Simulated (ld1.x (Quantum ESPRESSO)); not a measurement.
**S: variants of one TM potential**

Base potential:

* Element: S
* Generator: ld1.x (Quantum ESPRESSO) 7.5
* Type: norm-conserving Troullier–Martins (Kleinman–Bylander form)
* Functional: LDA (PZ)
* Relativity: scalar-relativistic
* Frozen core: [Ne]
* Valence charge: 6
* Reference configuration: 3s2 3p3 (charge +1)
* Partial waves: 3p (bound): rc 1.45 bohr; 3d channel at -0.1 Ry: rc 1.20 bohr; 3s (bound): rc 1.40 bohr
* Local potential: the s channel
* Core correction: none

All-electron outer shells of the reference configuration (LDA (PZ), scalar-relativistic, ld1.x):

```
shell  level (eV)  outermost node (bohr)  outermost maximum (bohr)
   3s      -27.63                   0.60                      1.39
   3p      -16.88                   0.58                      1.55
```

Cutoffs, loose and tight: the cutoffs (Ry, on a coarse ladder) from which the occupation-weighted sum of valence levels, in a spherical-Bessel basis at the reference potential, stays within 10 and 1 mRy of its value at 400 Ry. They do not see the model core or the augmentation charge, which bear on the density cutoff. Test errors are all-electron minus pseudo excitation energies from the reference, over the configurations 3s2 3p4; 3s2 3p2; 3s2 3p1; 3s2 3p0; 3s2 3p3.5; 3s2 3p4.3; 3s1 3p5 (two spin-polarised tests are not counted in the largest error). A dash means not determined; rows that change the core or the reference have their own tests.

```csv
change,outcome,"cutoff, loose","cutoff, tight",bound ghosts,largest test error (meV)
base,generated,40 Ry,60 Ry,none,+295
reference 3s2 3p4,generated,40 Ry,60 Ry,none,+126
"all radii scaled by about 0.88 (s 1.22, p 1.28, d 1.06 bohr)",generated,50 Ry,110 Ry,none,+288
wave 3p (bound): rc 1.45 bohr becomes 3p (bound): rc 1.20 bohr,generated,70 Ry,120 Ry,none,+268
non-relativistic,generated,40 Ry,60 Ry,none,+303
functional PBE,generated,40 Ry,60 Ry,none,+140
wave 3d channel at -0.1 Ry: rc 1.20 bohr becomes 3d channel at -0.11 Ry: rc 1.20 bohr,generated,40 Ry,60 Ry,none,+295
```
